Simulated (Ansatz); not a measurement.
System: B$_{2}$, charge 0, multiplicity 3. 
Structure (B3LYP-D3(BJ)/def2-TZVP (Ansatz, a program for electronic structure) minimum search):
SMILES: [B][B]
```xyz
2

B      0.0000     0.0000    -0.7840
B      0.0000     0.0000     0.7840
```
Charge 0, spin multiplicity 3.

Property: vertical ionisation energy (to the doublet state of charge +1; each state is the SCF solution reached for its spin; the UHF <S^2> is 1.69 for the doublet (pure: 0.75) and 2.91 for the triplet (pure: 2.00); for the doublet T1 is 0.067; for the triplet T1 is 0.070), in eV. Cores are frozen in the correlated levels unless marked. UHF or UKS for open shells. Spin-orbit coupling is left out. No relativistic terms. CBS marks a two-point X^-3 extrapolation of the correlation energy; Hartree-Fock from the larger set. The program attaches cautions to a run behind CCSD(T)/CBS(aug-cc-pVTZ,aug-cc-pVQZ): large difference.

CCSD(T)/CBS(aug-cc-pVTZ,aug-cc-pVQZ) (Ansatz) gives 9.66 eV.

Task: Another calculation gave 9.34 eV. Which level was it?
(A) PBE/def2-TZVPD (Ansatz)
(B) PBE0/def2-TZVPD (Ansatz)
(C) BHLYP/def2-TZVPD (Ansatz)
(D) wB97M-V/def2-TZVPD (Ansatz)

Result: C, BHLYP/def2-TZVPD (Ansatz). The others give 9.85 (PBE), 9.54 (wB97M-V), 9.73 (PBE0) eV.
